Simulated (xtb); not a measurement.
Al(Cl)2(OMe) (CH3AlCl2O), SMILES C[O][Al]([Cl])[Cl]. All values are semi-empirical tight-binding results from xtb (GFN2-xTB unless named), good for trends rather than for accurate numbers. Geometry optimised at GFN2-xTB. The structure was generated by enumeration; whether it is a known compound was not checked. The values are those of a single conformer.

Optimised geometry:

```xyz
8

Al     0.0243     0.1188     0.0639
Cl     1.4068     1.3922    -0.6970
Cl    -0.9780     0.4797     1.7902
O     -0.2848    -1.2727    -0.7579
C     -0.5674    -2.4704    -1.4246
H     -0.8763    -2.2583    -2.4501
H      0.3244    -3.1001    -1.4442
H     -1.3706    -3.0039    -0.9112
```
Charge 0, spin multiplicity 1.

For metal compounds this method's bond lengths and energies can be far off.

Computed properties:
* **orbital gap**: 4.19 eV
* **zero-point energy**: 27.5 kcal/mol
* **G − E(el) at 298.15 K (modified RRHO)**: 6.1 kcal/mol

Question: Give the atomic charges and the Wiberg bond orders between heavy atoms. (An estimate is asked for; the answer gives what the named calculation found.)

Answer: charges (e) Al1 0.38, Cl2 -0.12, Cl3 -0.12, O4 -0.33, C5 0.04, H6 0.05, H7 0.05, H8 0.05. Bond orders Al1–Cl2 1.33, Al1–Cl3 1.33, Al1–O4 1.34, O4–C5 0.96.
